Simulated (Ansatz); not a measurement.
Species, as SMILES: Br[Si]Br (closed-shell singlet).
Atoms: Si1, Br2, Br3. Bonds: Si1-Br2, Si1-Br3.

Basis-set convergence of the highest harmonic wavenumber at PBE with Ansatz (a program for electronic structure). Each level at its own minimum, finite differences of forces, unscaled; the reference is a large set that could be run, not a limit. Cartesian d functions, on some or all atoms, in 3-21G, 6-31G, 6-31G**; all else is spherical. The program fits the integrals of some runs and decomposes those of others, by size. No added dispersion term, no relativity. Reference: the value in aug-pcseg-2, 388 cm⁻¹. Deviations are taken from unrounded values. Cost is core time over that of STO-3G, rough, on shared machines of one kind.

```csv
basis,functions,highest harmonic wavenumber (cm⁻¹),minus reference (cm⁻¹),cost
STO-3G,45,480,91,1×
3-21G,59,349,-40,1×
6-31G,71,350,-38,1×
cc-pV(D+d)Z,77,395,6,3×
def2-SVP,82,400,11,1×
6-31G**,89,394,5,2×
aug-pcseg-1,99,380,-9,3×
def2-SVPD,106,388,-1,3×
pcseg-2,120,390,1,3×
cc-pV(T+d)Z,125,391,2,3×
def2-TZVP,133,389,1,3×
def2-TZVPP,138,389,1,3×
def2-TZVPPD,162,389,1,4×
```

The smallest set listed that lies within 50 cm⁻¹ of the reference with all its larger relatives (same family, alike in diffuse functions; a set with none counts only in the reference's own line) is 3-21G (59 functions, 1× in cost, -40 cm⁻¹ off). Inside, with no larger relative to test it: pcseg-2. (Relatives not listed, tested too: 6-31G* 5, 6-311G** -6, def2-TZVPD 0, aug-pcseg-2 0 cm⁻¹.)
